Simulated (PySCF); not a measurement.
Running PySCF for BBr

Input:

```python
from pyscf import gto, scf, mp

mol = gto.M(
    atom='B 0 0 0; Br 0 0 1.93',
    basis='6-31g',
    charge=0,
    spin=0,
    verbose=3,
)
mf = scf.UHF(mol)
mf = mf.density_fit(auxbasis='def2-universal-jkfit')
mf.kernel()
mp.MP2(mf, frozen=10).kernel()
mf.dip_moment()
print('orbital energies (hartree):', [e[max(0, n-3):n+3].round(4) for e, n in zip(mf.mo_energy, mol.nelec)])
```

```bash
$ OMP_NUM_THREADS=1 python input.py
```

The log:

```
converged SCF energy = -2596.64593491832  <S^2> = 8.0284224e-10  2S+1 = 1
E(DFUMP2) = -2596.85515478975  E_corr = -0.209219871430415
E(SCS-DFUMP2) = -2596.84230541059  E_corr = -0.196370492265371
Dipole moment(X, Y, Z, Debye): -0.00000, -0.00000,  0.04103
orbital energies (hartree): [array([-0.4597, -0.4597, -0.3736,  0.063 ,  0.063 ,  0.1946]), array([-0.4597, -0.4597, -0.3736,  0.063 ,  0.063 ,  0.1946])]
```

In short: E(SCF) = -2596.645935 Eh, E(MP2) − E(SCF) = -0.20922 Eh, μz(SCF) = 0.04 D.

It ran on Arm Neoverse N1 (1 thread, shared host) in 1.8 s, peak memory 0.11 GiB.

The bond length is a typed value, not an optimised one. No search for the lowest solution was made.
